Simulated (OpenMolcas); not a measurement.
**SnBr at 2.546 Å: OpenMolcas input and output**

Input (each module block was a call of its own in one work directory; start orbitals came from a preliminary run):

```
&GATEWAY
Coord
2
angstrom
Sn 0.0 0.0 0.0
Br 0.0 0.0 2.5460
Basis=ANO-RCC-VDZP
Group=XY
RX2C
AMFI
ANGMom
0.0 0.0 0.0
RICD
&SEWARD
&GUESSORB
* RASSCF and CASPT2 blocks for each multiplicity and irrep, as for the first:
&RASSCF
FileOrb=$CurrDir/o22.orb
Symmetry=2
Spin=2
nActEl=9 0 0
Inactive=22 16
RAS2=3 4
CIRoot=8 8 1
Linear
Iterations=120 100
OrbListing=Nothing
PRWF=0.15
>>COPY $Project.RasOrb $CurrDir/o22.orb
>>COPY $Project.rasscf.h5 $CurrDir/r22.h5
&CASPT2
XMultistate=all
Imaginary=0.2
IPEA=0.25
MaxIter=40
>>COPY $Project.JobMix JOB001
&RASSI
Nr of JobIphs=4 8 7 5 4
1 2 3 4 5 6 7 8
1 2 3 4 5 6 7
1 2 3 4 5
1 2 3 4
SpinOrbit
EJob
Omega
MEES
MESO
Properties=4
'AngMom' 3 'Mltpl  1' 1 'Mltpl  1' 2 'Mltpl  1' 3
Thrs=1.0d-4
>>COPY $Project.rassi.h5 $CurrDir/so.h5
```

```bash
pymolcas m.inp
```

C2 symmetry about the axis (a holds Σ, Δ, Γ; b holds Π, Φ, H; Σ⁺ and Σ⁻ are not told apart); roots by multiplicity and irrep: 2b 8, 2a 7, 4a 5, 4b 4.

RASSI part of the output, in excerpt:

```
SPIN-FREE ENERGIES:
  (Shifted by EMIN (a.u.) =      -8778.7316559005)
 SF State       Relative EMIN(au)   Rel lowest level(eV)    D:o, cm**(-1)      Abs_M
     1             0.0000000000        0.0000000000              0.0000         1.0
     2             0.0000000000        0.0000000000              0.0000         1.0
     9             0.0904302305        2.4607319310          19847.1415         0.0
    16             0.1095461871        2.9809036095          24042.6090         0.0
    21             0.1427573989        3.8846267203          31331.6275         1.0
    22             0.1427573989        3.8846267203          31331.6275         1.0
     3             0.1567684485        4.2658868031          34406.6974         1.0
     4             0.1567684485        4.2658868031          34406.6974         1.0
    10             0.1575422606        4.2869433039          34576.5296         0.0
    11             0.1629706322        4.4346568199          35767.9194         2.0
    12             0.1629909318        4.4352092000          35772.3747         2.0
     5             0.1843265475        5.0157808801          40455.0011         3.0
     6             0.1843265475        5.0157808801          40455.0011         3.0
     8             0.1894070665        5.1540288434          41570.0461         1.1
     7             0.1894070665        5.1540288434          41570.0461         1.1
    23             0.1896967264        5.1619108920          41633.6191         1.0
    24             0.1896967264        5.1619108920          41633.6191         1.0
    13             0.1922708668        5.2319568211          42198.5776         0.0
    17             0.2122307574        5.7750931139          46579.2673         0.0
    18             0.2178193638        5.9271668414          47805.8246         2.0
    19             0.2178490953        5.9279758754          47812.3499         2.0
    20             0.2219826567        6.0404558102          48719.5617         0.0
    14             0.2247436277        6.1155856592          49325.5248         2.0
    15             0.2248390242        6.1181815318          49346.4620         2.0
++ Dipole transition strengths (spin-free states):
     for osc. strength at least  1.00000000E-05
      From   To        Osc. strength     Einstein coefficients Ax, Ay, Az (sec-1)    Total A (sec-1)
         1    9       7.61547990E-05  2.65176694E+02  1.97442864E+04  0.00000000E+00  2.00094631E+04
         1    3       2.38027331E-02  0.00000000E+00  0.00000000E+00  1.87955497E+07  1.87955497E+07
         1    4       7.77008601E-04  0.00000000E+00  0.00000000E+00  6.13555749E+05  6.13555749E+05
         1   10       1.39139284E-02  1.09484984E+07  1.47203862E+05  0.00000000E+00  1.10957023E+07
         1   11       1.90344643E-02  1.30239298E+07  3.21921975E+06  0.00000000E+00  1.62431495E+07
         1   12       1.90316412E-02  3.22287063E+06  1.30219159E+07  0.00000000E+00  1.62447866E+07
         1    5       3.16961052E-04  0.00000000E+00  0.00000000E+00  3.46013115E+05  3.46013115E+05
         1    6       2.98563282E-04  0.00000000E+00  0.00000000E+00  3.25929039E+05  3.25929039E+05
         1    8       1.50202337E-02  0.00000000E+00  0.00000000E+00  1.73133029E+07  1.73133029E+07
         1    7       1.89124382E-02  0.00000000E+00  0.00000000E+00  2.17997123E+07  2.17997123E+07
         1   13       3.17527971E-02  5.01160120E+05  3.72143373E+07  0.00000000E+00  3.77154975E+07
         1   14       8.41472576E-04  1.36515692E+06  4.49732044E+02  0.00000000E+00  1.36560665E+06
         1   15       8.43039928E-04  3.96339265E+02  1.36891565E+06  0.00000000E+00  1.36931199E+06
         2    9       7.61547991E-05  1.97442864E+04  2.65176691E+02  0.00000000E+00  2.00094631E+04
         2    3       7.77008605E-04  0.00000000E+00  0.00000000E+00  6.13555752E+05  6.13555752E+05
         2    4       2.38027331E-02  0.00000000E+00  0.00000000E+00  1.87955497E+07  1.87955497E+07
         2   10       1.39139285E-02  1.47203863E+05  1.09484984E+07  0.00000000E+00  1.10957023E+07
         2   11       1.90344643E-02  3.21921975E+06  1.30239298E+07  0.00000000E+00  1.62431495E+07
         2   12       1.90316412E-02  1.30219160E+07  3.22287062E+06  0.00000000E+00  1.62447866E+07
         2    5       2.98563428E-04  0.00000000E+00  0.00000000E+00  3.25929199E+05  3.25929199E+05
         2    6       3.16960925E-04  0.00000000E+00  0.00000000E+00  3.46012976E+05  3.46012976E+05
         2    8       1.89124382E-02  0.00000000E+00  0.00000000E+00  2.17997122E+07  2.17997122E+07
         2    7       1.50202338E-02  0.00000000E+00  0.00000000E+00  1.73133031E+07  1.73133031E+07
         2   13       3.17527971E-02  3.72143373E+07  5.01160124E+05  0.00000000E+00  3.77154974E+07
         2   14       8.41472578E-04  4.49732138E+02  1.36515692E+06  0.00000000E+00  1.36560665E+06
         2   15       8.43039916E-04  1.36891563E+06  3.96339258E+02  0.00000000E+00  1.36931197E+06
         9    3       1.98030524E-05  1.09652077E+01  2.78911596E+03  0.00000000E+00  2.80008117E+03
         9    4       1.98030524E-05  2.78911596E+03  1.09652076E+01  0.00000000E+00  2.80008117E+03
         9    8       3.95446078E-05  8.34232627E+03  4.10469088E+03  0.00000000E+00  1.24470172E+04
         9    7       3.95446081E-05  4.10469094E+03  8.34232632E+03  0.00000000E+00  1.24470173E+04
         9   13       7.68238228E-04  0.00000000E+00  0.00000000E+00  2.56005329E+05  2.56005329E+05
        16   21       7.53493029E-04  2.25747876E+04  4.12818228E+03  0.00000000E+00  2.67029698E+04
        16   22       7.53493028E-04  4.12818228E+03  2.25747875E+04  0.00000000E+00  2.67029698E+04
        16   23       3.03715009E-04  6.23917648E+04  2.97046464E+02  0.00000000E+00  6.26888113E+04
        16   24       3.03715010E-04  2.97046469E+02  6.23917651E+04  0.00000000E+00  6.26888116E+04
        16   20       4.26625115E-03  0.00000000E+00  0.00000000E+00  1.73289282E+06  1.73289282E+06
        21   23       7.27723421E-05  0.00000000E+00  0.00000000E+00  5.15170472E+03  5.15170472E+03
        21   17       1.21895043E-04  2.97135448E+03  1.59317667E+04  0.00000000E+00  1.89031212E+04
        21   18       6.44536878E-05  2.61096599E+01  1.16419466E+04  0.00000000E+00  1.16680562E+04
        21   19       6.44792170E-05  1.16557858E+04  2.61407106E+01  0.00000000E+00  1.16819265E+04
        21   20       2.70048170E-04  4.59892752E+04  8.47095137E+03  0.00000000E+00  5.44602266E+04
        22   24       7.27723383E-05  0.00000000E+00  0.00000000E+00  5.15170445E+03  5.15170445E+03
        22   17       1.21895046E-04  1.59317666E+04  2.97135490E+03  0.00000000E+00  1.89031215E+04
        22   18       6.44536840E-05  1.16419458E+04  2.61097423E+01  0.00000000E+00  1.16680555E+04
        22   19       6.44792140E-05  2.61407673E+01  1.16557852E+04  0.00000000E+00  1.16819260E+04
        22   20       2.70048175E-04  8.47095224E+03  4.59892754E+04  0.00000000E+00  5.44602276E+04
         3   11       1.82755474E-05  2.07928246E+01  1.79479835E+00  0.00000000E+00  2.25876230E+01
         3   12       1.63957785E-05  1.61567315E+00  1.87815199E+01  0.00000000E+00  2.03971930E+01
         3    8       1.13649631E-04  0.00000000E+00  0.00000000E+00  3.88993581E+03  3.88993581E+03
         3    7       3.03166924E-04  0.00000000E+00  0.00000000E+00  1.03766274E+04  1.03766274E+04
         3   13       1.86130247E-05  2.54913188E+00  7.51229307E+02  0.00000000E+00  7.53778439E+02
         3   14       5.78550950E-05  8.37820832E+03  2.11001588E+02  0.00000000E+00  8.58920991E+03
         3   15       5.73907112E-05  2.24083804E+02  8.32011486E+03  0.00000000E+00  8.54419866E+03
         4   11       1.82755474E-05  1.79479831E+00  2.07928247E+01  0.00000000E+00  2.25876230E+01
         4   12       1.63957785E-05  1.87815199E+01  1.61567319E+00  0.00000000E+00  2.03971931E+01
         4    8       3.03166922E-04  0.00000000E+00  0.00000000E+00  1.03766273E+04  1.03766273E+04
         4    7       1.13649633E-04  0.00000000E+00  0.00000000E+00  3.88993587E+03  3.88993587E+03
         4   13       1.86130244E-05  7.51229297E+02  2.54913191E+00  0.00000000E+00  7.53778429E+02
         4   14       5.78550952E-05  2.11001589E+02  8.37820835E+03  0.00000000E+00  8.58920993E+03
         4   15       5.73907113E-05  8.32011486E+03  2.24083805E+02  0.00000000E+00  8.54419867E+03
        11    5       1.33585142E-04  1.20077581E+03  7.56740636E+02  0.00000000E+00  1.95751644E+03
        11    6       1.33585146E-04  7.56740714E+02  1.20077579E+03  0.00000000E+00  1.95751650E+03
        11    8       1.89159488E-04  8.67105491E+01  4.16090074E+03  0.00000000E+00  4.24761129E+03
        11    7       1.89159480E-04  4.16090054E+03  8.67105773E+01  0.00000000E+00  4.24761112E+03
        11   14       3.65766794E-05  0.00000000E+00  0.00000000E+00  4.48448402E+03  4.48448402E+03
        12    5       1.82777602E-04  1.62858589E+03  1.04469270E+03  0.00000000E+00  2.67327859E+03
        12    6       1.82777599E-04  1.04469273E+03  1.62858581E+03  0.00000000E+00  2.67327854E+03
        12    8       1.37118116E-04  2.56712865E+03  5.07157287E+02  0.00000000E+00  3.07428594E+03
        12    7       1.37118122E-04  5.07157228E+02  2.56712886E+03  0.00000000E+00  3.07428609E+03
        12   15       3.65875527E-05  0.00000000E+00  0.00000000E+00  4.49673053E+03  4.49673053E+03
        23   17       3.15683219E-04  2.34959310E+01  5.12689453E+03  0.00000000E+00  5.15039046E+03
        23   18       3.42769820E-04  1.21771497E+03  7.49243345E+03  0.00000000E+00  8.71014842E+03
        23   19       3.43132208E-04  7.51622175E+03  1.22158140E+03  0.00000000E+00  8.73780314E+03
        23   20       1.18476470E-04  3.95131148E+03  1.66696479E+01  0.00000000E+00  3.96798112E+03
        24   17       3.15683225E-04  5.12689465E+03  2.34959065E+01  0.00000000E+00  5.15039055E+03
        24   18       3.42769827E-04  7.49243348E+03  1.21771512E+03  0.00000000E+00  8.71014859E+03
        24   19       3.43132197E-04  1.22158112E+03  7.51622177E+03  0.00000000E+00  8.73780288E+03
        24   20       1.18476466E-04  1.66696846E+01  3.95131129E+03  0.00000000E+00  3.96798097E+03
 Electric-quadrupole - electric-quadrupole not included
 Electric-dipole - electric-octupole not included
 Electric-dipole - magnetic-quadrupole not included
   Eigenvalues of complex Hamiltonian:
  (Shifted by EMIN (a.u.) =      -8778.7316559005)
 SO State       Relative EMIN(au)   Rel lowest level(eV)    D:o, cm**(-1)      Omega
     1            -0.0049615021        0.0000000000              0.0000         0.5
     2            -0.0049615021        0.0000000000              0.0000         0.5
     3             0.0039316953        0.2419962288           1951.8312         1.5
     4             0.0039316953        0.2419962288           1951.8312         1.5
     5             0.0900824166        2.5862767815          20859.7290         0.5
     6             0.0900824166        2.5862767815          20859.7290         0.5
     7             0.1081483907        3.0778769796          24824.7520         0.5
     8             0.1081483907        3.0778769796          24824.7520         0.5
     9             0.1093180352        3.1097046278          25081.4593         1.5
    10             0.1093180352        3.1097046278          25081.4593         1.5
    11             0.1374403281        3.8749512018          31253.5892         2.5
    12             0.1374403281        3.8749512018          31253.5892         2.5
    13             0.1390441126        3.9185924033          31605.5792         1.5
    14             0.1390441126        3.9185924033          31605.5792         1.5
    15             0.1415590248        3.9870266509          32157.5386         0.5
    16             0.1415590248        3.9870266509          32157.5386         0.5
    17             0.1455887223        4.0966803042          33041.9550         0.5
    18             0.1455887223        4.0966803042          33041.9550         0.5
    19             0.1566998113        4.3990284386          35480.5572         0.5
    20             0.1566998113        4.3990284386          35480.5572         0.5
    21             0.1579882481        4.4340885901          35763.3363         1.5
    22             0.1579882481        4.4340885901          35763.3363         1.5
    23             0.1610171718        4.5165098037          36428.1083         0.5
    24             0.1610171718        4.5165098037          36428.1083         0.5
    25             0.1610391676        4.5171083396          36432.9358         2.5
    26             0.1610391676        4.5171083396          36432.9358         2.5
    27             0.1635029946        4.5841524885          36973.6833         1.5
    28             0.1635029946        4.5841524885          36973.6833         1.5
    29             0.1784333785        4.9904289310          40250.5238         3.5
    30             0.1784333785        4.9904289310          40250.5238         3.5
    31             0.1839394623        5.1402571028          41458.9695         0.6
    32             0.1839394623        5.1402571028          41458.9695         0.6
    33             0.1844626357        5.1544933776          41573.7928         0.6
    34             0.1844626357        5.1544933776          41573.7928         0.6
    35             0.1873186262        5.2322088390          42200.6103         0.5
    36             0.1873186262        5.2322088390          42200.6103         0.5
    37             0.1900229234        5.3057965128          42794.1349         2.5
    38             0.1900229234        5.3057965128          42794.1349         2.5
    39             0.1906480330        5.3228066131          42931.3306         1.5
    40             0.1906480330        5.3228066131          42931.3306         1.5
    41             0.1943442422        5.4233855895
```

Only roots inside an energy window near the equilibrium distance were included, so the list of states is not complete; labels number the states computed. Each spin and symmetry block has orbitals of its own, averaged over its own roots, so gaps between blocks are less sure than gaps within one and near the minimum can be off by tenths of an eV, in bad cases by more. No Rydberg orbitals are active, so Rydberg states, and σ→σ* states whose orbital the CASSCF left unused, can be missing between those listed. CASPT2 splits the two components of degenerate states numerically, here by up to 21 cm⁻¹.
